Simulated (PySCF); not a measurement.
Computed shifts of a molecule C3H5NOSi, B3LYP/pcSseg-1 (PySCF), GIAO, gas phase, atoms alike by connectivity averaged where their shifts nearly agree, in ppm (number of nuclei): ²⁹Si: -4.6 (1). ¹³C: 184.6 (1), 155.0 (1), 153.2 (1). ¹⁵N: 386.0 (1). ¹H: 8.81 (1), 7.10 (1), 6.92 (1), 5.23 (1), 1.44 (1). References: ¹⁷O against H2O (σ = 333.8 ppm); ²⁹Si against TMS (σ = 338.7 ppm); ¹³C against TMS (σ = 181.3 ppm); ¹⁵N against NH3 (σ = 265.5 ppm); ¹H against TMS (σ = 31.68 ppm), references at their B3LYP-D3(BJ)/def2-TZVP geometries, non-relativistic. Geometry optimised at PBE0-D3(BJ)/def2-SVP. Other conformers were not sampled.

Task: Identify the compound among the candidates.
(A) O[Si@@H]1C=CC=N1
(B) O=C1C[SiH2]C=N1
(C) N#C[C@H]1CO[SiH2]1
(D) [SiH3]c1cocn1

Result: A, O[Si@@H]1C=CC=N1
